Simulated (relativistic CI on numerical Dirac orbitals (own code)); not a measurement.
# Crystal-field levels of Ti2+, 3d2

Calculated by Dirac-Coulomb-Breit CI, separate exchange-only KLI orbitals for each configuration, model QED, valence Slater integrals scaled by 0.85, one configuration in a parametric crystal field (own radial code).

Field parameters in Wybourne normalisation: D3d B²₀ = −7Dσ, B⁴₀ = −14Dq − 21Dτ, B⁴₃ = −14√(10/7) Dq. The field is a parameter set, without covalency.

S and J are read from ⟨S²⟩ = S(S + 1) and ⟨J²⟩ = J(J + 1) of each level; they are not fictitious spins.

D3d, 10Dq = 8450, Dσ = -1200, Dτ = -120 cm⁻¹, the lowest 16 levels:

```tsv
E (cm⁻¹)	Degeneracy	Irrep	S	J
0.0	1	A1	1.00	3.11
0.9	2	E	1.00	3.11
2790	2	E	1.00	2.79
2871	2	E	1.00	3.24
2951	1	A2	1.00	3.62
2955	1	A1	1.00	3.66
7579	2	E	1.00	3.28
7584	1	A2	1.00	3.28
9245	1	A1	1.00	3.02
9253	1	A2	1.00	3.05
9275	2	E	0.99	3.24
9320	2	E	1.00	3.41
10205	2	E	0.02	3.11
12413	1	A1	0.01	2.35
13830	2	E	0.00	2.78
15052	1	A1	1.00	2.62
```

D3d, 10Dq = 8450, Dσ = 1200, Dτ = -120 cm⁻¹, the lowest 10 levels:

```tsv
E (cm⁻¹)	Degeneracy	Irrep	S	J
0.0	2	E	1.00	2.88
30.4	2	E	1.00	2.96
57.5	1	A1	1.00	3.01
99.9	1	A2	1.00	3.40
423	2	E	1.00	3.43
446	1	A1	1.00	3.63
6931	1	A1	1.00	3.25
6936	2	E	1.00	3.25
6939	1	A2	1.00	3.25
6940	2	E	1.00	3.28
```

D3d, 10Dq = 8450, Dσ = 980, Dτ = -120 cm⁻¹, the lowest 10 levels:

```json
{"E (cm⁻¹)": "0.0", "Degeneracy": "2", "Irrep": "E", "S": "1.00", "J": "2.86"}
{"E (cm⁻¹)": "9.7", "Degeneracy": "2", "Irrep": "E", "S": "1.00", "J": "2.81"}
{"E (cm⁻¹)": "16.2", "Degeneracy": "1", "Irrep": "A1", "S": "1.00", "J": "2.76"}
{"E (cm⁻¹)": "109", "Degeneracy": "1", "Irrep": "A2", "S": "1.00", "J": "3.43"}
{"E (cm⁻¹)": "210", "Degeneracy": "2", "Irrep": "E", "S": "1.00", "J": "3.57"}
{"E (cm⁻¹)": "258", "Degeneracy": "1", "Irrep": "A1", "S": "1.00", "J": "3.86"}
{"E (cm⁻¹)": "6916", "Degeneracy": "1", "Irrep": "A1", "S": "1.00", "J": "3.23"}
{"E (cm⁻¹)": "6923", "Degeneracy": "1", "Irrep": "A2", "S": "1.00", "J": "3.22"}
{"E (cm⁻¹)": "6925", "Degeneracy": "2", "Irrep": "E", "S": "1.00", "J": "3.26"}
{"E (cm⁻¹)": "6935", "Degeneracy": "2", "Irrep": "E", "S": "1.00", "J": "3.31"}
```

D3d, 10Dq = 8450, Dσ = 760, Dτ = -120 cm⁻¹, the lowest 16 levels:

```csv
E (cm⁻¹),Degeneracy,Irrep,S,J
0.0,1,A1,1.00,2.82
13.7,2,E,1.00,2.89
133,2,E,1.00,2.86
229,2,E,1.00,3.50
250,1,A2,1.00,3.46
302,1,A1,1.00,3.84
7037,1,A1,1.00,3.21
7042,1,A2,1.00,3.20
7049,2,E,1.00,3.26
7064,2,E,1.00,3.34
7791,2,E,1.00,3.30
7797,1,A2,1.00,3.31
10239,1,A1,0.00,2.94
10609,2,E,0.00,2.76
11048,2,E,0.00,2.83
14631,1,A1,1.00,3.13
```

D3d, 10Dq = 8450, Dσ = 550, Dτ = -120 cm⁻¹, the lowest 10 levels:

```json
{"E (cm⁻¹)": "0.0", "Degeneracy": "1", "Irrep": "A1", "S": "1.00", "J": "2.99"}
{"E (cm⁻¹)": "9.4", "Degeneracy": "2", "Irrep": "E", "S": "1.00", "J": "3.07"}
{"E (cm⁻¹)": "350", "Degeneracy": "2", "Irrep": "E", "S": "1.00", "J": "2.85"}
{"E (cm⁻¹)": "428", "Degeneracy": "2", "Irrep": "E", "S": "1.00", "J": "3.34"}
{"E (cm⁻¹)": "473", "Degeneracy": "1", "Irrep": "A2", "S": "1.00", "J": "3.49"}
{"E (cm⁻¹)": "500", "Degeneracy": "1", "Irrep": "A1", "S": "1.00", "J": "3.72"}
{"E (cm⁻¹)": "7241", "Degeneracy": "1", "Irrep": "A1", "S": "1.00", "J": "3.19"}
{"E (cm⁻¹)": "7244", "Degeneracy": "1", "Irrep": "A2", "S": "1.00", "J": "3.16"}
{"E (cm⁻¹)": "7255", "Degeneracy": "2", "Irrep": "E", "S": "1.00", "J": "3.25"}
{"E (cm⁻¹)": "7275", "Degeneracy": "2", "Irrep": "E", "S": "1.00", "J": "3.36"}
```

The free-ion ground term has S = 1. Every field shown keeps that spin.

Levels of this model without a field, named by their leading LS term: 3F_2 0, 3F_3 161, 3F_4 368, 1D_2 9541, 3P_0 11424, 3P_1 11479, 3P_2 11576, 1G_4 14804 cm⁻¹.
